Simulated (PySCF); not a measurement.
# Gas-phase XPS of `[BH2][GeH2][B](F)F`, computed

Compound: B2F2GeH4.
Bonds: B1–Ge2, Ge2–B3, B3–F4, B3–F5. Hydrogens: H6, H7 on B1; H8, H9 on Ge2.

The calculation used delta-SCF UKS SCAN, pcX-2 on the ionised atom, pcseg-1 elsewhere, spin-free X2C in PySCF 2.14.0. Binding energies are ΔSCF values: E(core-ionised, relaxed orbitals) − E(ground state) at a fixed geometry, referred to the vacuum level.

What binding energy does each computed site have?

| atom(s) | bonded to | level | binding energy (eV) | count |
| --- | --- | --- | --- | --- |
| B3 | 2 F and Ge | B 1s | 199.39 | 1 |
| F4/F5 | B | F 1s | 693.60 | 2 |

Give the binding energy of F 1s of F4/F5 in hartree and in kJ/mol.

693.60 eV = 25.4893 Eh = 66922 kJ/mol.

Which photon energy gives electrons from F 1s of F4/F5 a kinetic energy of 50 eV, and what is their de Broglie wavelength?

hν = 693.60 + 50 = 743.60 eV, recoil neglected; λ = 12.264 Å/√(E/eV) = 1.73 Å.

Topologically equivalent atoms share the value of their first member; where this conformer doesn't relate them by symmetry, their own values could differ. The list is incomplete; no value stands for B 1s of B1 (hole states with ⟨S²⟩ of 1 or more are left out). No level of germanium is listed. One conformer (not necessarily the lowest) at the PBE0-D3(BJ)/def2-SVP geometry, without solvent, vibrations or thermal averaging.

Shape of the structure used: `[BH2:1][GeH2:2][B:3]([F:4])[F:5]`: B1–Ge2–B3–F4 83°.
